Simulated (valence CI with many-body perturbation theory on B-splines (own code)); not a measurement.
## Level structure of Hg30+

Method: configuration interaction combined with many-body perturbation theory (CI+MBPT): four valence electrons over a frozen Dirac-Fock core [Kr] 4d10, radial functions for each j: 7 s, 7 p, 7 d, 7 f, 4 g, 2 h, with the one-electron correlation potential Σ1, the two-electron term Σ2, the three-electron term Σ3, Breit, model QED; selected CI, second order for the rest, scaled by the run's own slope (own B-spline code, finite nucleus).

No measured spectrum was set against this ion. As an estimate, large intervals hold to a few tenths of a per cent, small ones and those within an open d or f shell to about a per cent. Excitations out of the core, of the other parity, are not computed and may begin above about 190 eV (a cautious bound); beyond it only levels of the ground parity were kept, without lifetimes.

Levels 1 to 45 of 149, with energies above the lowest level, (4f5/2^4) J=4. "Leading %" is the weight of the configuration and term that name the level; weights of strongly mixed levels are sums over their largest components and can fall short. In the jj column 3d3/2^4 stands for four electrons in 3d with j = 3/2. Lifetimes count E1, E2, E3, M1 and M2 decay at the calculated energies, and are blank where another channel may lead or the interval is too uncertain; long ones can be off by a factor of two.

```
No.  Configuration  Term   J  E (cm⁻¹)  Leading %  Lifetime      g              Leading jj
  1            4f⁴    ⁵I   4       0.0         70            0.672          4f5/2^4 (72 %)
  2            4f⁴    ⁵I   5     28357         86    879 μs  0.916    4f5/2^3 4f7/2 (85 %)
  3            4f⁴    ³F   2     39287         28    33.4 s  0.903          4f5/2^4 (90 %)
  4            4f⁴    ⁵I   6     48202         75   2.31 ms  1.033    4f5/2^3 4f7/2 (53 %)
  5            4f⁴    ³G   4     57729         27    565 μs  1.002    4f5/2^3 4f7/2 (69 %)
  6            4f⁴    ⁵F   1     58572         73   4.08 ms  0.157    4f5/2^3 4f7/2 (93 %)
  7            4f⁴    ⁵I   7     60366         46   14.2 ms  1.074    4f5/2^3 4f7/2 (62 %)
  8            4f⁴    ⁵F   3     67756         51   1.87 ms  1.083    4f5/2^3 4f7/2 (90 %)
  9            4f⁴    ³K   8     68906         34   80.7 ms  1.090    4f5/2^3 4f7/2 (72 %)
 10            4f⁴    ⁵G   2     70704         50   2.33 ms  0.665    4f5/2^3 4f7/2 (89 %)
 11            4f⁴    ⁵G   3     74260         52    811 μs  0.972    4f5/2^3 4f7/2 (95 %)
 12            4f⁴    ⁵S   2     75440         44   3.55 ms  1.556    4f5/2^3 4f7/2 (75 %)
 13            4f⁴    ³K   6     85441         70    334 μs  0.914  4f5/2^2 4f7/2^2 (66 %)
 14            4f⁴    ³G   5     86777         31   1.07 ms  1.163    4f5/2^3 4f7/2 (64 %)
 15            4f⁴    ³L   7     92160         50    520 μs  1.006  4f5/2^2 4f7/2^2 (49 %)
 16            4f⁴    ⁵F   4     94598         62    720 μs  1.227  4f5/2^2 4f7/2^2 (65 %)
 17            4f⁴    ³M   8     99346         41    802 μs  1.058  4f5/2^2 4f7/2^2 (52 %)
 18            4f⁴    ⁵D   0    101540         52    359 ms                 4f5/2^4 (80 %)
 19            4f⁴    ⁵G   4    108270         58    268 μs  1.024  4f5/2^2 4f7/2^2 (82 %)
 20            4f⁴    ⁵F   2    110900         35    340 μs  1.133  4f5/2^2 4f7/2^2 (85 %)
 21            4f⁴    ³G   3    112210         51    374 μs  0.904  4f5/2^2 4f7/2^2 (92 %)
 22            4f⁴    ⁵F   5    114840         45    877 μs  1.259  4f5/2^2 4f7/2^2 (56 %)
 23            4f⁴    ³F   2    118420         34    438 μs  1.117  4f5/2^2 4f7/2^2 (75 %)
 24            4f⁴    ³P   1    118450         54    435 μs  1.043  4f5/2^2 4f7/2^2 (89 %)
 25            4f⁴    ³I   5    119610         46    435 μs  0.974  4f5/2^2 4f7/2^2 (60 %)
 26            4f⁴    ³F   4    122170         38    732 μs  1.176  4f5/2^2 4f7/2^2 (52 %)
 27            4f⁴    ⁵D   1    123350         71   1.97 ms  1.483    4f5/2^3 4f7/2 (84 %)
 28            4f⁴    ³L   8    124900         66   1.09 ms  1.007  4f5/2^2 4f7/2^2 (93 %)
 29            4f⁴    ³M   9    125390         65    749 μs  1.042  4f5/2^2 4f7/2^2 (98 %)
 30            4f⁴    ³D   3    125700         37    955 μs  1.253  4f5/2^2 4f7/2^2 (78 %)
 31            4f⁴    ⁵G   6    126360         51   1.15 ms  1.216  4f5/2^2 4f7/2^2 (52 %)
 32            4f⁴    ³H   5    127630         46    574 μs  1.113  4f5/2^2 4f7/2^2 (63 %)
 33            4f⁴    ³P   0    128840         92   1.57 ms         4f5/2^2 4f7/2^2 (96 %)
 34            4f⁴    ³F   4    132960         44    652 μs  1.115  4f5/2^2 4f7/2^2 (46 %)
 35            4f⁴    ³F   2    133450         45    230 μs  0.729  4f5/2^2 4f7/2^2 (92 %)
 36            4f⁴    ³I   6    134930         54   1.12 ms  1.064  4f5/2^2 4f7/2^2 (80 %)
 37            4f⁴    ³K   7    137350         48    210 μs  1.001    4f5/2 4f7/2^3 (73 %)
 38            4f⁴    ⁵D   2    140170         73   1.39 ms  1.415  4f5/2^2 4f7/2^2 (56 %)
 39            4f⁴    ³I   7    142820         53    739 μs  1.073  4f5/2^2 4f7/2^2 (80 %)
 40            4f⁴    ³M   8    143380         33    281 μs  1.057    4f5/2 4f7/2^3 (54 %)
 41            4f⁴    ³H   6    147650         53    502 μs  1.118  4f5/2^2 4f7/2^2 (56 %)
 42            4f⁴    ³M  10    149480         76   5.93 ms  1.072  4f5/2^2 4f7/2^2 (77 %)
 43            4f⁴    ³G   4    150620         51    299 μs  1.067    4f5/2 4f7/2^3 (54 %)
 44            4f⁴    ⁵D   3    150990         37   1.02 ms  1.266  4f5/2^2 4f7/2^2 (58 %)
 45            4f⁴    ³H   4    159640         35    448 μs  1.139  4f5/2^2 4f7/2^2 (80 %)
```

Where two levels of one J and parity lie close, their mixing, g and order are uncertain.

The ionisation energy to 4f³ ⁴I°9/2 of the next ion comes out as 1088.7 eV (NIST: 1110 ± 60 eV (theoretical)). All 149 levels together are meant to be complete up to 1531200 cm⁻¹.
